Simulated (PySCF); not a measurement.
**IReN: from structure and modes to constants**

Method: PySCF, UPBE0, basis Re def2-SVP with ECP60, N def2-SVP, I def2-SVP with ECP28 (scalar-relativistic core potentials, no spin–orbit coupling, density fitting).

The quartet minimum has Cs symmetry. Masses (u): Re 186.95575, N 14.00307, I 126.90447.

```xyz
3
charge 0 multiplicity 4, angstrom
Re   -0.8361    0.0000   -0.5241
N    -2.3279    0.0000    0.1660
I     1.4889    0.0000    0.7543
```

Harmonic wavenumbers (cm⁻¹): 126.9 (a', ×1), 199.1 (a', ×1), 1148.0 (a', ×1).

Find the principal moments of inertia and the rotational constants. What kind of rotor is it?

About the centre of mass I = 21.156, 590.69, 611.85 u Å². With B = 16.8576/I this gives 0.7968, 0.02854, 0.02755 cm⁻¹. The molecule is an asymmetric top with κ = -1.00.

What is the harmonic zero-point energy?

Half the sum of all 3 wavenumbers, 1474/2 = 737 cm⁻¹, which is 8.8 kJ/mol (1 cm⁻¹ = 0.0119627 kJ/mol).

Find the vibrational entropy and heat capacity at 298.15 K.

With u = 1.43878 ω/T, each mode gives S = R[u/(eᵘ−1) − ln(1−e⁻ᵘ)] and C = R u² eᵘ/(eᵘ−1)².
| ω (cm⁻¹) | u | S (J/(mol K)) | C (J/(mol K)) |
| --- | --- | --- | --- |
| 126.9 | 0.612 | 12.52 | 8.06 |
| 199.1 | 0.961 | 8.96 | 7.70 |
| 1148.0 | 5.540 | 0.21 | 1.01 |
The sums over all modes are S = 21.7 and C = 16.8 J/(mol K); the softest mode gives 58 % of the entropy.

This need not be the most stable arrangement of these atoms. With open d or f shells other occupations or spin states may lie lower. No spin–orbit coupling is included, which matters more the heavier the element.
